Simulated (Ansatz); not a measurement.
GeCl2H2 (GeH₂Cl₂). Total charge 0; singlet. Geometry relaxed at r2SCAN-D4/def2-TZVP.

```xyz
5

Ge    0.126   -0.052    0.113
Cl   -1.960    0.132    0.559
Cl    0.426    0.503   -1.934
H     0.519   -1.519    0.271
H     0.889    0.937    0.991
```

Task: Estimate the harmonic wavenumbers at RKS r2SCAN-D4/def2-TZVP (Ansatz, unscaled). Is this a minimum?

Result: 149, 424, 435, 521, 647, 779, 854, 2181, 2197 cm⁻¹. Yes, no mode is imaginary beyond noise. Zero-point energy 49.0 kJ/mol. Hardware: 4 threads of Intel Xeon on a shared host. Wall time 23 s.
